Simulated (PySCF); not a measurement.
Molecule: `CC1=C(C#N)CCCO1`, C₇H₉NO.

Bonds (- single, = double, # triple, : aromatic): C1-C2, C2=C3, C3-C4, C4#N5, C3-C6, C6-C7, C7-C8, C8-O9, O9-C2. C1 carries H10, H11, H12; C6 carries H13, H14; C7 carries H15, H16; C8 carries H17, H18.

Frames of a GFN2-xTB Langevin trajectory at 400 K; GIAO PBE0/pcSseg-1 shieldings in PySCF, gas phase, non-relativistic; equivalent atoms averaged within each frame.

Scale: TMS for ¹³C (σ = 186.93 ppm), ¹H (σ = 31.72 ppm); ¹⁵N (σ = 267.73 ppm) vs NH3; ¹⁷O (σ = 336.08 ppm) against H2O (reference shieldings calculated alike). The references are static minima.

Q: How do the shifts (ppm) fluctuate along the trajectory?

A: 
```
         time (fs)     C2     C4    C3    C8    C1    C6    C7     N5     O9  H17/H18
               250  174.0  119.7  78.1  66.2  29.0  25.4  18.3  296.9  155.6     4.18
               425  174.7  128.0  93.5  74.1  20.2  29.4  23.6  333.0  157.9     4.01
               625  169.7  120.2  82.5  74.5  28.9  28.8  28.4  305.5  142.9     5.52
               800  186.0  129.4  96.4  76.5  22.2  34.6  30.4  327.6  164.9     4.90
              1000  176.0  123.9  93.7  68.5  17.0  29.3  25.2  321.4  144.1     4.78
    mean of frames  176.1  124.2  88.9  71.9  23.5  29.5  25.2  316.9  153.1     4.68
standard deviation    6.0    4.4   8.0   4.4   5.3   3.3   4.7   15.2    9.4     0.60
```

5 frames give an uncertainty of the mean of about the standard deviation over 2.2 at best, since frames this close in time may not be independent; classical motion lacks zero-point vibration, and the reference would need the same averaging.
